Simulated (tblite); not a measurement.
C6H9FN (doublet state).
Atom-mapped SMILES: `[CH3:1][CH2:2]/[N:3]=[C:4]1/[CH2:5][CH2:6][C:7]1[F:8]` (hydrogens: H9, H10, H11 on C1; H12, H13 on C2; H14, H15 on C5; H16, H17 on C6)
Bond orders are those of one Lewis drawing.

Computed with GFN2-xTB (tblite), gas phase: L-BFGS steps from a force-field or distance-geometry start until the largest atomic force falls under 0.01 eV/Å.

Step 79: E = -680.3366 eV
```
atom  x, y, z in Å  |  force x, y, z in eV/Å
C1      2.3337    0.6105    0.1005    0.022  -0.013   0.015
C2      1.7786   -0.7975    0.3541   -0.005   0.018   0.002
N3      0.4772   -0.7864    0.9525   -0.004   0.001   0.009
C4     -0.5412   -0.3514    0.2990    0.004   0.013  -0.001
C5     -1.9895   -0.2227    0.7487    0.030   0.000   0.011
C6     -2.3192    0.3565   -0.6499    0.000  -0.023   0.020
C7     -0.8802    0.1657   -0.9568   -0.023  -0.022   0.004
F8     -0.2221    0.3993   -2.0999    0.010   0.001  -0.001
H9      1.7682    1.1226   -0.6742   -0.003  -0.022   0.036
H10     3.3708    0.5394   -0.2171    0.000   0.003  -0.009
H11     2.2863    1.1959    1.0168   -0.007  -0.018  -0.021
H12     1.7643   -1.3507   -0.5961    0.018   0.033  -0.005
H13     2.4329   -1.3225    1.0566   -0.002  -0.008  -0.017
H14    -2.4668   -1.1711    0.9798    0.005   0.004  -0.019
H15    -2.1333    0.4651    1.5773   -0.015   0.006  -0.001
H16    -3.0077   -0.2338   -1.2576   -0.010   0.019   0.021
H17    -2.6590    1.3933   -0.6435   -0.022   0.007  -0.046
```

Step 80: E = -680.3370 eV
```
atom  x, y, z in Å  |  force x, y, z in eV/Å
C1      2.3334    0.6110    0.1010    0.020  -0.011   0.027
C2      1.7781   -0.7970    0.3533   -0.003   0.011  -0.005
N3      0.4787   -0.7823    0.9559   -0.020   0.010  -0.009
C4     -0.5413   -0.3541    0.2993    0.016   0.006   0.018
C5     -1.9890   -0.2225    0.7496    0.016   0.007   0.002
C6     -2.3181    0.3554   -0.6506   -0.011  -0.039   0.031
C7     -0.8809    0.1571   -0.9584   -0.007  -0.006  -0.007
F8     -0.2212    0.3998   -2.0990    0.010  -0.006   0.004
H9      1.7656    1.1229   -0.6726    0.011  -0.020   0.041
H10     3.3709    0.5420   -0.2155   -0.004  -0.002  -0.021
H11     2.2857    1.1938    1.0185   -0.011  -0.002  -0.013
H12     1.7611   -1.3465   -0.5985    0.013   0.021  -0.016
H13     2.4332   -1.3252    1.0522    0.002  -0.004  -0.010
H14    -2.4677   -1.1703    0.9810    0.006   0.013  -0.016
H15    -2.1326    0.4670    1.5774   -0.010  -0.005  -0.011
H16    -3.0100   -0.2329   -1.2568   -0.009   0.021   0.027
H17    -2.6530    1.3939   -0.6467   -0.020   0.005  -0.042
```

**Question.** Estimate the geometry and energy of step 81. (The exact step hangs on the optimiser's Hessian estimate; all steps are aligned on step 80, rigid shifts and turns removed.)

**Answer.** E = -680.3374 eV, largest force 0.049 eV/Å
```
atom  x, y, z in Å  |  force x, y, z in eV/Å
C1      2.3316    0.6117    0.1028    0.014  -0.006   0.032
C2      1.7778   -0.7972    0.3514    0.001  -0.002  -0.010
N3      0.4804   -0.7809    0.9583   -0.022   0.018  -0.023
C4     -0.5405   -0.3573    0.2998    0.017   0.001   0.027
C5     -1.9872   -0.2211    0.7508   -0.006   0.013  -0.005
C6     -2.3161    0.3544   -0.6507   -0.018  -0.036   0.028
C7     -0.8808    0.1477   -0.9601    0.008   0.009  -0.018
F8     -0.2200    0.3963   -2.0991    0.008  -0.013   0.012
H9      1.7613    1.1234   -0.6687    0.019  -0.015   0.034
H10     3.3696    0.5472   -0.2126   -0.006  -0.006  -0.025
H11     2.2806    1.1912    1.0216   -0.005   0.012   0.003
H12     1.7584   -1.3410   -0.6032    0.006   0.008  -0.024
H13     2.4344   -1.3295    1.0457    0.004   0.001  -0.004
H14    -2.4683   -1.1675    0.9838    0.007   0.018  -0.013
H15    -2.1300    0.4712    1.5767   -0.004  -0.012  -0.013
H16    -3.0123   -0.2312   -1.2546   -0.010   0.012   0.029
H17    -2.6461    1.3948   -0.6517   -0.012  -0.003  -0.030
```

The energy changes by -0.0004 eV. The first-order estimate −F·Δx gives -0.0006 eV and the mean of the old and new forces, exact on a quadratic surface, -0.0004 eV. The step makes an angle of 78° with the force vector and moves no atom by more than 0.010 Å.

The cost below is that of the whole relaxation. The run took 0.88 s wall on Arm Neoverse V2, one thread, on a shared host.
